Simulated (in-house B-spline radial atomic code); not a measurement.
How numerical settings move a run on the sulfur ion S⁷⁺, [He] 2s2 2p5. Computed with a B-spline radial code for spherical atoms: Dirac-Kohn-Sham LDA VWN5, spherical fractional occupations, Fermi nucleus of rms radius 3.2611 fm.

Command:
```bash
python run_scf.py task.json out
```
Settings of the sound reference run:
```
Z                16
electrons        9
configuration    [He] 2s2 2p5
hamiltonian      dirac
method           lda,vwn
spin_polarised   False
nucleus          fermi
rms_radius       3.2611
mass_number      32
atomic_mass      31.97207
speed_of_light   137.036
knot_spacing     0.22
spline_order     8
gauss_points     12
box_radius       7.79
max_iterations   70
damping          0.5
damped_steps     3
diis_vectors     10
tolerance        1e-08
start            Thomas-Fermi
```

Cost of the run: 1.1 s on 1 thread of Arm Neoverse N1, on a shared host.

It converges in 8 iterations to -377.287872 hartree, with 2p3/2 at -306.855 eV. The other runs change the listed settings, some to values that make no sense; their results aren't properties of the atom or ion. Radii are in bohr (the nuclear one in fm), a minus after a letter asks for a j subshell, and «unchanged» means within 1e-8 hartree. The run stops when the residual is below 10 × tolerance × max(1, Z/10), or a noise floor if that is larger, and the energy moves by less than 1e-8 × √|E| hartree; so very loose and very tight tolerances often act alike.

```tsv
changed settings	outcome
damped_steps = 30	converged in 18 iterations, energy unchanged, 2p3/2 level +2.2e-06 eV
damping = 0.95	converged in 9 iterations, energy unchanged
damping = 0.2	converged in 7 iterations, energy unchanged, 2p3/2 level +7.4e-07 eV
knot_spacing = 0.4, max_iterations = 3, diis_vectors = 4, tolerance = 0.001	not converged after 3 iterations, last residual 1.5e-01, last energy +8.00e-02 hartree from the reference
spline_order = 3, max_iterations = 50, damped_steps = 0	converged in 6 iterations, energy +6.61e-03 hartree from the reference, 2p3/2 level -2.8e-03 eV
tolerance = 1e-06	converged in 7 iterations, energy unchanged, 2p3/2 level +2.7e-05 eV
spline_order = 6, box_radius = 1.17, first_knot = 0.0625, max_iterations = 5	not converged after 5 iterations, last residual 6.4e-03, last energy +9.29e-01 hartree from the reference
damped_steps = 8	converged in 12 iterations, energy unchanged, 2p3/2 level +6.6e-07 eV
knot_spacing = 0.3, box_radius = 3.9, max_iterations = 60, diis_vectors = 1	converged in 15 iterations, energy +5.12e-08 hartree from the reference, 2p3/2 level -5.4e-06 eV
damping = 0	converged in 7 iterations, energy unchanged, 2p3/2 level -2.2e-06 eV
damped_steps = 0	converged in 6 iterations, energy unchanged, 2p3/2 level -5.6e-06 eV
```

**Question.** What happens with tolerance = 1e-13?

**Answer.** Converged in 8 iterations, energy unchanged.

**Question.** What happens with damping = 0.8?

**Answer.** Converged in 8 iterations, energy unchanged, 2p3/2 level +9.0e-06 eV.

**Question.** What happens with electrons = 17, configuration = [He] 2s2 2p5 4s2 4p6, max_iterations = 50?

**Answer.** Converged in 10 iterations to -385.1549 hartree, a different physical problem (warning: 4p1/2 has a positive eigenvalue: unbound, held by the box).

**Question.** What happens with box_radius = 0.47, first_knot = 6.25e-06, max_iterations = 100, tolerance = 0.001?

**Answer.** Converged in 6 iterations, energy +1.06e+02 hartree from the reference, 2p3/2 level +4.9e+02 eV (the program warns: 2p3/2 has a positive eigenvalue: unbound, held by the box; 2s1/2 has a positive eigenvalue: unbound, held by the box).
